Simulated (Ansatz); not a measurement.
Ansatz (an electronic-structure program) input (SVWN5/def2-TZVP):

Ansatz 0.2 input:
```yaml
crystal:
  periodic: [false, false, false]
  atoms:
    - {symbol: As, position_ang: [-0.00000000, 0.00000000, -0.00000000]}
    - {symbol: H, position_ang: [0.00688244, -0.00058830, 1.60544894]}
    - {symbol: H, position_ang: [-0.00688244, 0.00058830, -1.60544894]}
    - {symbol: H, position_ang: [1.53171662, 0.00083780, -0.00656605]}
    - {symbol: H, position_ang: [-0.76658177, 1.32609870, 0.00377221]}
    - {symbol: H, position_ang: [-0.76513484, -1.32693650, 0.00279384]}
basis:
  gaussian:
    orbitals: def2-TZVP
hamiltonian:
  xc: {name: SVWN5}
relax: {f_tol: 0.003, max_steps: 100}
```

Output:

```
Functional definition: SVWN5
integrals: 0.02 GiB planned
593 factors; their error is unknown
mean field: 0.15 GiB planned
mean field evaluation 1: about -60827.6919 eV, gradient 2.4e1 eV
mean field evaluation 2: about -60828.2386 eV, gradient 2.0e1 eV
mean field evaluation 4: about -60828.6537 eV, gradient 5.6e-1 eV
mean field evaluation 8: about -60828.6479 eV, gradient 3.8e-3 eV
mean field -60828.64792687 eV, -2235.4115801740 hartree, gradient 6.4e-5 eV, S^2 0.000000; 0 other end points of the search recorded, 0 dependent functions left out
the calculation of the forces begins
reference -60828.64795800 eV, -2235.4115813180 hartree; 19, 19 occupied and 59, 59 virtual orbitals, 593 factors
relax step   1: F+E_penalty+E_count = -60828.64792687 eV  Δ(F+E_penalty+E_count) = +0.000e0 eV  max|allowed force component| = 1.557e-1 eV/Å  Δτ_max = 0.0000 Å  (22 SCF iters, accepted)
these checks for a lower state are left out or cut short: starts, cluster_reference, orbital_swaps, neighbouring_geometries, increment
integrals: 0.02 GiB planned
593 factors; their error is unknown
mean field: 0.15 GiB planned
mean field evaluation 16: about -60828.6510 eV, gradient 2.8e-2 eV
mean field -60828.65104413 eV, -2235.4116947313 hartree, gradient 1.5e-5 eV, S^2 0.000000; 0 other end points of the search recorded, 0 dependent functions left out
the calculation of the forces begins
reference -60828.65107533 eV, -2235.4116958779 hartree; 19, 19 occupied and 59, 59 virtual orbitals, 593 factors
relax step   2: F+E_penalty+E_count = -60828.65104413 eV  Δ(F+E_penalty+E_count) = -3.117e-3 eV  max|allowed force component| = 2.579e-2 eV/Å  Δτ_max = 0.0083 Å  (25 SCF iters, accepted)
these checks for a lower state are left out or cut short: starts, cluster_reference, orbital_swaps, neighbouring_geometries, increment
integrals: 0.02 GiB planned
593 factors; their error is unknown
mean field: 0.15 GiB planned
mean field -60828.65111203 eV, -2235.4116972266 hartree, gradient 1.9e-5 eV, S^2 0.000000; 0 other end points of the search recorded, 0 dependent functions left out
the calculation of the forces begins
reference -60828.65114324 eV, -2235.4116983734 hartree; 19, 19 occupied and 59, 59 virtual orbitals, 593 factors
relax step   3: F+E_penalty+E_count = -60828.65111203 eV  Δ(F+E_penalty+E_count) = -6.790e-5 eV  max|allowed force component| = 3.830e-3 eV/Å  Δτ_max = 0.0016 Å  (20 SCF iters, accepted)
these checks for a lower state are left out or cut short: starts, cluster_reference, orbital_swaps, neighbouring_geometries, increment
integrals: 0.02 GiB planned
593 factors; their error is unknown
mean field: 0.15 GiB planned
mean field evaluation 32: about -60828.6511 eV, gradient 3.9e-5 eV
mean field -60828.65111466 eV, -2235.4116973233 hartree, gradient 3.9e-5 eV, S^2 0.000000; 0 other end points of the search recorded, 0 dependent functions left out
the calculation of the forces begins
reference -60828.65114587 eV, -2235.4116984700 hartree; 19, 19 occupied and 59, 59 virtual orbitals, 593 factors
relax step   4: F+E_penalty+E_count = -60828.65111466 eV  Δ(F+E_penalty+E_count) = -2.630e-6 eV  max|allowed force component| = 9.592e-4 eV/Å  Δτ_max = 0.0003 Å  (16 SCF iters, accepted)
integrals: 0.02 GiB planned
593 factors; their error is unknown
mean field: 0.15 GiB planned
mean field -60828.65111466 eV, -2235.4116973233 hartree, gradient 3.9e-5 eV, S^2 0.000000; 1 other end points of the search recorded, 0 dependent functions left out
the calculation of the forces begins
reference -60828.65114587 eV, -2235.4116984700 hartree; 19, 19 occupied and 59, 59 virtual orbitals, 593 factors
Total energy: -60828.65114587 eV, -2235.4116984700 hartree
Atom 0 at    -0.000005    -0.000000     0.000000 Å, force     0.000011     0.000000    -0.000000 eV/Å
Atom 1 at     0.006910    -0.000591     1.613603 Å, force    -0.000012     0.000000    -0.000959 eV/Å
Atom 2 at    -0.006925     0.000591    -1.613603 Å, force    -0.000004    -0.000000     0.000959 eV/Å
Atom 3 at     1.541277     0.000843    -0.006607 Å, force     0.000076     0.000000    -0.000000 eV/Å
Atom 4 at    -0.771356     1.334396     0.003796 Å, force    -0.000036     0.000074     0.000000 eV/Å
Atom 5 at    -0.769900    -1.335239     0.002811 Å, force    -0.000036    -0.000074     0.000000 eV/Å
Dipole moment:     0.000004     0.000000    -0.000000 e Å
```
